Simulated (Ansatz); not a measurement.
Z-matrix (Å, degrees):
```
C
O 1 1.410
N 1 1.432 2 109.0
N 1 1.441 2 107.8 3 -125.9
H 1 1.100 2 110.4 3 117.2
H 2 0.963 1 106.6 3 169.9
Si 3 1.730 1 122.0 2 80.3
H 3 1.012 1 111.5 2 -64.4
H 4 1.015 1 109.8 2 64.0
H 4 1.013 1 110.2 2 -177.2
H 7 1.486 3 106.7 1 47.3
H 7 1.490 3 116.0 1 -73.2
H 7 1.486 3 107.5 1 166.0
```

Total charge 0; spin multiplicity 1.

(1) List the PBE/def2-TZVPP orbital energies in eV (Ansatz 0.2.0). (Estimate.)

## Answers

(1) Computed: Occupied: -1779.55, -510.24, -380.31, -380.19, -271.76, -137.28, -94.02, -94.00, -93.98, -26.12, -22.54, -21.12, -15.88, -13.79, -13.06, -12.57, -11.71, -10.74, -9.45, -8.57, -8.39, -8.21, -6.82, -6.42, -5.71. Lowest empty: -0.30, 0.40, 0.70, 0.98, 1.20, 1.32, 1.36, 2.34.
